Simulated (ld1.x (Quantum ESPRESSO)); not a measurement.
# Logarithmic derivatives: Lu, TM semilocal

```
Element                 : Lu (Z = 71)
Generator               : ld1.x (Quantum ESPRESSO) 7.5
Type                    : norm-conserving Troullier–Martins (semilocal form)
Functional              : LDA (PZ)
Relativity              : scalar-relativistic
Frozen core             : [Xe]
Valence charge          : 17
Reference configuration : 4f14 5d1 6s1.75 6p0.25
Partial waves           : 6p (bound): rc 3.20 bohr; 5d (bound): rc 2.40 bohr; 4f (bound): rc 1.25 bohr; 6s (bound): rc 3.26 bohr
Local potential         : the s channel
Core correction         : none
```

The phase is arctan(r·u′/u) with u = r·R(r), unwrapped; energies in Ry, scanned from -3 to 5 Ry. A pole is an energy at which the radial function vanishes at the test radius. The pseudo phase is shifted by a multiple of π to meet the all-electron one at the reference energy, and phase errors are pseudo minus all-electron; the curves can meet again beyond the range given. Levels narrower than the energy grid can be missing from the lists of poles.

**Question.** For each channel, where are the poles, and over which energies does the pseudopotential scatter like the atom?

**Answer.**

```
channel  radius (bohr)  reference energy (Ry)  poles, all-electron  poles, pseudo  unbroken range about the reference energy with phases within 0.05 rad  phase error 1 Ry above the reference energy (rad)
      s           3.56                  -0.37                 0.57     0.52, 3.51                                                              below 1.3                                             -0.013
      p           3.56                  -0.12          -2.35, 1.52     1.21, 4.02                                                            -2.2 to 1.0                                             -0.045
      d           3.56                  -0.16           0.14, 3.32     0.14, 3.32                                                        the whole range                                             +0.000
      f           3.56                  -0.75                 2.30           2.35                                                              below 3.3                                             +0.001
```

Phases in the s channel:

```csv
E (Ry),all-electron,pseudo
-3.00,1.387,1.386
-2.76,1.376,1.375
-2.52,1.364,1.363
-2.28,1.348,1.347
-2.04,1.329,1.328
-1.80,1.304,1.302
-1.56,1.269,1.267
-1.32,1.216,1.214
-1.08,1.129,1.127
-0.84,0.954,0.950
-0.60,0.475,0.471
-0.36,-0.618,-0.618
-0.12,-1.204,-1.206
0.12,-1.411,-1.416
0.36,-1.513,-1.522
0.60,-1.579,-1.591
0.84,-1.628,-1.647
1.08,-1.672,-1.704
1.32,-1.717,-1.772
1.56,-1.768,-1.877
1.80,-1.837,-2.102
2.04,-1.944,-2.878
2.28,-2.148,-4.060
2.52,-2.643,-4.415
2.76,-3.586,-4.549
3.00,-4.145,-4.621
3.24,-4.368,-4.670
3.48,-4.479,-4.708
3.72,-4.545,-4.743
3.96,-4.590,-4.777
4.20,-4.623,-4.818
4.44,-4.648,-4.872
4.68,-4.669,-4.962
4.92,-4.687,-5.165
```
